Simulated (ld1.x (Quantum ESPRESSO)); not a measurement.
**u(r) = r·R(r): atom against pseudo-atom (nickel)**

Columns: radius, all-electron u(r) and pseudo u(r) of the 4s shell (level -5.87 eV) of nickel in the configuration [Ar] 3d8 4s2 4p0; LDA (PZ), scalar-relativistic, TM scheme, ld1.x (Quantum ESPRESSO) 7.5.

```
r (bohr)  all-electron   pseudo
   0.105       -0.1001  -0.0301
   0.210       -0.1405  -0.0591
   0.315        0.0429  -0.0860
   0.420        0.2073  -0.1102
   0.525        0.2768  -0.1316
   0.630        0.2599  -0.1507
   0.735        0.1869  -0.1694
   0.840        0.0848  -0.1902
   0.945       -0.0272  -0.2160
   1.050       -0.1373  -0.2501
   1.155       -0.2391  -0.2946
   1.260       -0.3293  -0.3496
   1.365       -0.4068  -0.4112
   1.470       -0.4715  -0.4718
   1.575       -0.5242  -0.5242
   1.680       -0.5659  -0.5659
   1.785       -0.5976  -0.5976
   1.890       -0.6206  -0.6206
   1.995       -0.6360  -0.6360
   2.100       -0.6449  -0.6449
   2.205       -0.6481  -0.6481
   2.310       -0.6465  -0.6465
   2.415       -0.6409  -0.6409
   2.520       -0.6320  -0.6320
   2.625       -0.6203  -0.6203
   2.730       -0.6064  -0.6064
```

Problem. How many radial nodes do the two functions have?

Solution. The all-electron 4s function has n − l − 1 = 3 (the table is too coarse to show those close to the nucleus); the pseudo-wave has 0, since the states of the same l below it are removed with the core.

Problem. At about which radius was the pseudo-wave matched?

Solution. 1.60 bohr. The columns agree to 0.0005 from 1.47 bohr on; several derivatives are matched, so the curves merge somewhat inside the radius.

Problem. Is the pseudo-wave norm-conserving?

Solution. Yes: the TM scheme keeps the norm inside the radius equal to the all-electron one, which fixes the energy derivative of the logarithmic derivative at the level.
